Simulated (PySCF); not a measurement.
Te(Br)(SiH3) (BrH3SiTe), SMILES [SiH3][Te]Br. The structure is a stationary point at PBE0-D3(BJ)/def2-SVP. The structure was generated by enumeration, and PubChem lists no compound with its InChIKey, so it may never have been made. The def2 effective core potentials stand for the cores of Te; spin–orbit coupling is left out.

### Question
Give the equilibrium geometry at PBE0-D3(BJ)/def2-SVP (PySCF confirms it by a frequency run) as bond lengths and angles, and its point group. (Estimate from the structure and the level; the computed values follow.)

### Answer
point group Cs.
Atoms: Te1 Br2 Si3 H4 H5 H6. Bonds (Å): Te1–Br2 2.528, Te1–Si3 2.508, Si3–H4 1.494, Si3–H5 1.490, Si3–H6 1.490. Bond angles (°): Br2–Te1–Si3 91.7, Te1–Si3–H4 104.9, Te1–Si3–H5 110.1, Te1–Si3–H6 110.1, H4–Si3–H5 110.6, H4–Si3–H6 110.6, H5–Si3–H6 110.5.
Charge 0, spin multiplicity 1.
